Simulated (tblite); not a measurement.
C₅H₉F₃O₂P (charge -1).
Geometry (GFN2-xTB, Å), atoms numbered from 1 in this order:
```
atom  x, y, z in Å
C1     3.3486    0.4475   -0.2500
C2     2.0117    0.6693    0.4263
P3     0.7465   -0.2501   -0.5993
O4     0.6060    0.3847   -1.9390
O5     0.9806   -1.7182   -0.5153
C6    -0.8050    0.1530    0.4049
C7    -1.8911   -0.5632   -0.3701
C8    -3.2603   -0.4029    0.2272
F9    -3.6745    0.8792    0.2974
F10   -4.2271   -1.0464   -0.4721
F11   -3.3641   -0.8798    1.4850
H12    3.2935    0.8179   -1.2724
H13    3.5500   -0.6216   -0.2967
H14    4.1697    0.9464    0.2712
H15    2.0175    0.2764    1.4441
H16    1.7602    1.7305    0.4573
H17   -0.9897    1.2268    0.4344
H18   -0.7306   -0.2344    1.4208
H19   -1.6452   -1.6271   -0.4151
H20   -1.9019   -0.1775   -1.3926
```

Level: GFN2-xTB in tblite, geometry and Hessian alike; calculated harmonic values, unscaled, isolated species. This tight-binding method is rough: wavenumbers can miss measured ones by several per cent, in bad cases by 10 to 20. One conformer, not necessarily the lowest.

Harmonic wavenumbers (cm⁻¹): 31.8, 42.1, 72.3, 73.6, 96.9, 157.4, 167.9, 169.5, 248.9, 257.7, 306.8, 337.0, 372.6, 443.2, 475.6, 480.0, 500.5, 584.9, 675.7, 699.8, 730.4, 765.1, 813.0, 868.4, 952.0, 981.4, 990.1, 1009.3, 1078.2, 1092.1, 1097.4, 1137.5, 1172.8, 1190.7, 1225.0, 1233.4, 1253.9, 1258.2, 1294.1, 1394.3, 1442.7, 1454.2, 1459.9, 1489.1, 1506.8, 2947.9, 2957.5, 2965.3, 2975.1, 2981.0, 2986.5, 2988.3, 3014.8, 3022.7.

A = 2268, B = 402.2, C = 396.7 MHz; mass 189.029 u (most abundant isotopes); point group Cs, symmetry number 1.

Q: Zero-point energy?

A: ½Σν̃ = 30962 cm⁻¹ = 370.38 kJ/mol.

Q: What is S at 400 K and 1 bar for an ideal gas of classical rigid rotors and harmonic oscillators?

A: Translation 180.34, rotation 134.05, vibration 234.17: S = 548.6 J/(mol K).

Q: And Cp and H(400 K) − H(0)?

A: Cp = 240.94 J/(mol K), of which vibrations give 207.68 (their classical limit is 54 R = 449.0); H(400 K) − H(0) = 58.72 kJ/mol without the zero-point energy, 45.42 from vibrations.

Q: Blend soft modes into free rotors: weight 1/[1 + (100 cm⁻¹/ν̃)⁴] for the oscillator and the rest for a rotor with moment μB/(μ + B), μ = h/(8π²ν), B = 10⁻⁴⁴ kg m². What vibrational entropy results?

A: 208.42 J/(mol K) in place of 234.17, which changes −T·S at 400 K by +10.30 kJ/mol.

Q: Which modes carry the vibrational entropy at 400 K?

A: 31.8 cm⁻¹: 26.35; 42.1 cm⁻¹: 24.02; 72.3 cm⁻¹: 19.54; 73.6 cm⁻¹: 19.39; 96.9 cm⁻¹: 17.12; 157.4 cm⁻¹: 13.15 J/(mol K); the other 48 give 114.60 together.

Q: How do the functions run with temperature in this model?

A: 
| T (K) | S (J/(mol K)) | Cp (J/(mol K)) | H − H(0) (kJ/mol) | G − H(0) (kJ/mol) | ln q(vib) |
| --- | --- | --- | --- | --- | --- |
| 150 | 376.3 | 126.1 | 12.48 | -43.97 | 5.36 |
| 250 | 451.9 | 173.7 | 27.48 | -85.50 | 9.20 |
| 298.15 | 484.5 | 196.4 | 36.39 | -108.05 | 10.95 |
| 600 | 659.7 | 306.8 | 113.97 | -281.83 | 21.06 |
| 900 | 796.5 | 366.5 | 215.81 | -501.03 | 29.90 |

q(vib) and H(0) count from the zero-point level.

Hindered rotation and anharmonicity are outside this model. Other conformers, if any are populated, would add a mixing term that is left out.
